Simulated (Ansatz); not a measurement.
Input file for Cl3H2NZr (`[NH2][Zr]([Cl])([Cl])[Cl]`):

```yaml
crystal:
  periodic: [false, false, false]
  atoms:
    - {symbol: N, position_ang: [-0.527491, 0.741236, 0.893396]}
    - {symbol: Zr, position_ang: [0.288270, -0.438662, -0.487702]}
    - {symbol: Cl, position_ang: [1.941482, -1.700817, 0.575353]}
    - {symbol: Cl, position_ang: [-1.441242, -1.695072, -1.429604]}
    - {symbol: Cl, position_ang: [1.267167, 0.903993, -2.140257]}
    - {symbol: H, position_ang: [-1.472583, 1.102426, 0.869559]}
    - {symbol: H, position_ang: [-0.055593, 1.086895, 1.719265]}
basis:
  gaussian: {orbitals: def2-TZVPP}
correlation: {method: ccsd_t}
output: {orbitals: {seedname: orbitals}}
```

```sh
$ ansatz run in.yaml --threads 4 --pin off --events-out ev --progress --plain --max-ram 10444MiB
```

Log, shortened:

```
Functional definition: HF
1479 factors; integrals over basis functions are off by at most 8.3e-4 eV
mean field evaluation 1: about -40295.4620 eV, gradient 4.6e1 eV
mean field evaluation 2: about -40295.6277 eV, gradient 4.6e1 eV
mean field evaluation 4: about -40300.3760 eV, gradient 3.4e0 eV
mean field evaluation 8: about -40300.4362 eV, gradient 2.9e-1 eV
mean field evaluation 16: about -40300.4366 eV, gradient 2.1e-6 eV
mean field -40300.43663310 eV, -1481.0137296492 hartree, gradient 2.1e-6 eV, S^2 0.000000; 0 other end points of the search recorded, 0 dependent functions left out
16 core orbitals not correlated: weight in the atoms' cores, before any rotation towards them, 1.000 or more for the frozen orbitals, at most 0.000 for the correlated occupied ones
reference -40300.43663310 eV, -1481.0137296492 hartree; 20, 20 occupied and 205, 205 virtual orbitals, 1479 factors
second order -30.66423335 eV of doubles, -0.00000000 eV of singles
cycle   1  -30.94760877 eV  change   -2.8e-1 eV  update   1.6e-1
cycle   2  -31.60759977 eV  change   -6.6e-1 eV  update   6.3e-2
cycle   3  -31.84577931 eV  change   -2.4e-1 eV  update   2.9e-2
cycle   4  -31.82694997 eV  change    1.9e-2 eV  update   8.7e-3
cycle   5  -31.82034165 eV  change    6.6e-3 eV  update   3.4e-3
cycle   6  -31.82146346 eV  change   -1.1e-3 eV  update   1.1e-3
cycle   7  -31.82138347 eV  change    8.0e-5 eV  update   5.6e-4
cycle   8  -31.82140740 eV  change   -2.4e-5 eV  update   1.7e-4
cycle   9  -31.82150740 eV  change   -1.0e-4 eV  update   8.8e-5
cycle  10  -31.82150580 eV  change    1.6e-6 eV  update   2.7e-5
perturbative correction -1.49227049 eV, -0.0548399291 hartree
Total energy: -40333.75040939 eV, -1482.2379883472 hartree
```

Hardware: 4 threads of an Intel Xeon on a shared host. Wall time 5.3 min, peak host memory 4.9 GiB.

Correlation energy per correlated electron: -0.833 eV. T1 diagnostic: 0.0154.
